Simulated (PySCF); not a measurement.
A structure optimised at B3LYP-D3(BJ)/def2-SVP, used in a PySCF frequency run:

```
C
C 1 1.3433
H 2 1.0952 1 121.10
H 1 1.0952 2 118.83 3 180.00
H 2 1.0953 3 116.58 1 180.00
B 1 1.5501 4 119.42 2 180.00
O 6 1.3480 1 121.40 4 180.00
H 7 0.9660 6 114.12 1 180.00
Br 6 1.9598 7 118.98 8 0.00
```
Charge 0, spin multiplicity 1.

### Question
Write its SMILES, formula and point group.

### Answer
C=CB(O)Br, C₂H₄BBrO, Cs

### Question
What are its rotational constants (standard atomic weights)?

### Answer
7.5894, 1.5840, 1.3105 GHz
